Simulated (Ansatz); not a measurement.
This geometry of C$_{2}$H$_{6}$AlN (10 atoms, charge 0, multiplicity 1) is a first-order saddle point.

These are results of Ansatz, RKS LDA/6-31G*, not measurements.

```xyz
10
Properties=species:S:1:pos:R:3
C -1.441 1.003 -0.323
Al 0.363 0.677 0.339
C 1.088 -1.084 -0.023
N 1.480 -2.231 0.050
H -1.417 1.538 -1.291
H -2.012 1.629 0.386
H -2.000 0.062 -0.467
H 1.569 1.701 0.577
H 0.467 -0.576 1.499
H 1.903 -2.720 -0.748
```

**Question.** Which two structures does it join? (They come from a converged band through this point; their orientation in space is the band's.)

**Answer.** Bonds broken: C3–H9. Bonds formed: Al2–H9.

First end point:

```xyz
10
Properties=species:S:1:pos:R:3
C -1.359 1.349 -0.217
Al 0.267 0.283 -0.234
C 0.583 -1.500 0.560
N 1.747 -2.033 0.429
H -1.239 2.313 -0.742
H -1.683 1.566 0.820
H -2.197 0.805 -0.694
H 1.653 0.731 -0.936
H -0.144 -2.122 1.125
H 2.372 -1.392 -0.111
```

Last end point:

```xyz
10
Properties=species:S:1:pos:R:3
C -1.304 1.027 -0.304
Al 0.109 0.368 0.899
C 1.069 -1.071 -0.196
N 1.644 -1.902 -0.790
H -0.897 1.489 -1.221
H -1.889 1.807 0.220
H -2.014 0.233 -0.598
H 1.423 1.285 1.144
H -0.298 -0.612 2.124
H 2.157 -2.623 -1.278
```

**Question.** How far does it lie above each of them?

**Answer.** 76.2 kJ/mol above the first and 35.2 kJ/mol above the second. This is the barrier of this one path; another mechanism may lie lower. The orbitals stay closed-shell, which can raise the energy where a bond breaks towards radicals; this wasn't checked here.

Time of the run: 2.6 min on 1 thread of Intel(R) Xeon(R) Platinum 8488C (Sapphire Rapids), with other jobs on the host, peak memory 0.17 GiB.
